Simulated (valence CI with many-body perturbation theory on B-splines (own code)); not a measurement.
Level structure of Pb XXXIII

Computed by valence CI with perturbative core correlation (CI+MBPT): four valence electrons over a frozen Dirac-Fock core [Kr] 4d10, radial functions for each j: 7 s, 7 p, 7 d, 7 f, 4 g, 2 h, with the one-electron correlation potential Σ1, the two-electron term Σ2, the three-electron term Σ3, Breit, model QED; selected CI, second order for the rest, scaled by the run's own slope (own B-spline code, finite nucleus).

No measured spectrum was set against this ion. As an estimate, large intervals hold to a few tenths of a per cent, small ones and those within an open d or f shell to about a per cent. Excitations out of the core, of the other parity, are not computed and may begin above about 199 eV (a cautious bound); beyond it only levels of the ground parity were kept, without lifetimes.

Levels 91 to 123 of 123, with energies above the lowest level, (4f5/2^4) J=4. "Leading %" is the weight of the configuration and term that name the level; weights of strongly mixed levels are sums over their largest components and can fall short. In the jj column 3d3/2^4 stands for four electrons in 3d with j = 3/2. Lifetimes count E1, E2, E3, M1 and M2 decay at the calculated energies, and are blank where another channel may lead or the interval is too uncertain; long ones can be off by a factor of two.

```tsv
No.	Configuration	Term	J	E (eV)	Leading %	Lifetime	Leading jj	g
91	4f⁴	³D	1	36.21	79		4f5/2 4f7/2^3 (74 %)	0.708
92	4f⁴	³F	2	36.90	46	108 μs	4f5/2^2 4f7/2^2 (48 %)	1.063
93	4f⁴	¹H	5	37.20	45	146 μs	4f5/2 4f7/2^3 (70 %)	1.030
94	4f⁴	¹S	0	39.25	56	107 μs	4f5/2 4f7/2^3 (72 %)	
95	4f⁴	³P	2	39.74	63		4f5/2 4f7/2^3 (48 %)	1.289
96	4f⁴	³H	4	40.12	39	139 μs	4f5/2^2 4f7/2^2 (55 %)	1.006
97	4f⁴	¹I	6	40.41	50	72.4 μs	4f7/2^4 (46 %)	1.064
98	4f⁴	³F	3	41.16	77		4f5/2 4f7/2^3 (96 %)	1.090
99	4f⁴	³F	4	41.44	39		4f7/2^4 (49 %)	1.044
100	4f⁴	³F	2	42.24	32		4f7/2^4 (68 %)	1.022
101	4f⁴	³H	6	42.77	46		4f5/2 4f7/2^3 (78 %)	1.076
102	4f⁴	³H	5	43.25	65		4f5/2 4f7/2^3 (96 %)	1.020
103	4f⁴	³P	1	43.89	93		4f5/2 4f7/2^3 (92 %)	1.440
104	4f⁴	¹G	4	46.58	80		4f5/2 4f7/2^3 (53 %)	0.999
105	4f⁴	³P	0	46.89	70		4f7/2^4 (60 %)	
106	4f⁴	¹D	2	54.83	93		4f5/2^2 4f7/2^2 (50 %)	0.999
107	4f⁴	¹S	0	63.21	92		4f5/2^2 4f7/2^2 (51 %)	
108	4f³5p	⁵K	5	260.85	50		4f5/2^3 5p1/2 (92 %)	0.770
109	4f³5p	³H	4	262.42	44		4f5/2^3 5p1/2 (90 %)	0.786
110	4f³5p	³F	2	266.78	38		4f5/2^3 5p1/2 (90 %)	0.696
111	4f³5p	⁵K	6	267.00	53		4f5/2^2 4f7/2 5p1/2 (97 %)	0.945
112	4f³5p	³D	1	267.46	42		4f5/2^3 5p1/2 (90 %)	0.744
113	4f³5p	⁵I	5	267.62	33		4f5/2^2 4f7/2 5p1/2 (96 %)	0.991
114	4f³5p	⁵H	3	269.71	35		4f5/2^3 5p1/2 (82 %)	0.761
115	4f³5p	³F	2	270.49	29		4f5/2^3 5p1/2 (72 %)	0.830
116	4f³5p	³I	5	270.55	24		4f5/2^2 4f7/2 5p1/2 (91 %)	0.975
117	4f³5p	³H	4	270.88	26		4f5/2^2 4f7/2 5p1/2 (90 %)	1.021
118	4f³5p	⁵K	7	270.93	29		4f5/2^2 4f7/2 5p1/2 (68 %)	1.029
119	4f³5p	⁵H	6	271.58	32		4f5/2^2 4f7/2 5p1/2 (60 %)	1.096
120	4f³5p	⁵G	3	271.88	34		4f5/2^2 4f7/2 5p1/2 (94 %)	0.880
121	4f³5p	⁵G	2	272.12	25		4f5/2^2 4f7/2 5p1/2 (87 %)	0.966
122	4f³5p	⁵P	1	272.25	42		4f5/2^2 4f7/2 5p1/2 (94 %)	1.642
123	4f³5p	³H	4	272.82	34		4f5/2^2 4f7/2 5p1/2 (95 %)	0.991
```
